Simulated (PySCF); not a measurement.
# Electronic absorption of Ti(NCS)2Cl2

Species: Ti(NCS)2Cl2, C2Cl2N2S2Ti (singlet state).
SMILES: `S=C=[N][Ti]([Cl])([Cl])[N]=C=S`

The calculation used TDDFT wB97X-D/def2-SVPD, vertical, gas phase, core orbitals frozen in the response (PySCF). Geometry: PBE0-D3(BJ)/def2-SVP; no solvent, vibrations or thermal averaging.

```
state  E (eV)  E (kJ/mol)  λ (nm)       f   main configurations (H = HOMO, L = LUMO)
   S1    3.33         321   372.8  0.0004                   H→L+1 (75%), H-2→L (12%)
   S2    3.38         326   366.8  0.0000                                H-1→L (88%)
   S3    3.40         328   364.7   0.014     H→L (56%), H-2→L+1 (30%), H-1→L+2 (8%)
   S4    3.51         339   353.2  0.0027                   H-2→L (79%), H→L+1 (12%)
   S5    3.64         351   340.6  0.0001                 H-3→L+1 (48%), H→L+2 (43%)
   S6    3.66         353   338.8   0.013                 H-1→L+1 (53%), H-3→L (32%)
   S7    4.18         404   296.4   0.226    H-2→L+1 (54%), H→L (18%), H-1→L+2 (11%)
   S8    4.35         419   285.3   0.029  H-2→L+2 (46%), H-1→L+1 (28%), H-3→L (15%)
   S9    4.41         426   281.1  0.0002                 H→L+2 (50%), H-3→L+1 (43%)
  S10    4.49         434   275.9   0.161      H-1→L+2 (40%), H→L+3 (36%), H→L (10%)
  S11    4.65         449   266.4  0.0024  H-3→L+2 (32%), H-4→L (23%), H-2→L+3 (13%)
  S12    4.66         450   266.0  0.0003                 H-1→L+3 (67%), H-6→L (10%)
  S13    4.69         453   264.2   0.015               H-4→L+1 (74%), H-1→L+2 (14%)
  S14    4.75         458   261.1  0.0050                 H-3→L+2 (47%), H-4→L (26%)
```

Triplets, Tamm–Dancoff:

```csv
state,E (eV),λ (nm),"main configurations (H = HOMO, L = LUMO)"
T1,3.05,405.9,H→L (86%)
T2,3.20,387.4,"H-1→L+1 (69%), H-2→L+2 (18%)"
T3,3.24,382.7,"H→L+1 (72%), H-2→L (13%), H-3→L+2 (9%)"
T4,3.28,377.6,H-1→L (82%)
```

The lowest singlet comes at 373 nm (321 kJ/mol) in the ultraviolet; it is dark (f under 0.0005); its leading configuration is HOMO→LUMO+1 (75%). The most intense listed level is S7 at 4.18 eV (296 nm, f = 0.226), 0.86 eV above S1. S11/S12 lie within about 0.01 eV of each other. For S1 the Löwdin share of titanium is at most 13% in HOMO and 65% in LUMO+1 (ligand-to-metal charge transfer by this measure); for S7 the Löwdin share of titanium is at most 10% in HOMO-2 and 65% in LUMO+1 (ligand-to-metal charge transfer by this measure). Of the 14 states listed, 6 reach f = 0.01 and 5 stay under 0.0005. The listed states span 1.42 eV, and the widest gap between neighbours is 0.52 eV (S6 to S7). Weighted by f, the mean energy of these states is 4.28 eV. No computed singlet lies in the visible range (380 to 750 nm); the lowest, at 373 nm, stands 0.06 eV above its violet end (3.26 eV); a Tamm–Dancoff triplet lies at 406 nm, without intensity as long as spin–orbit coupling is left out. Orbitals of the list HOMO-3 to LUMO+2 that lie within 0.01 eV of each other are written together with a slash and their weights summed (≥ marks a lower bound); for degenerate orbitals outside that list single weights are arbitrary. Singlets were solved by full linear response, triplets in the Tamm–Dancoff approximation. The highest level found (4.84 eV, f 0.061 so far) is left out, since the window may have cut off a degenerate partner.
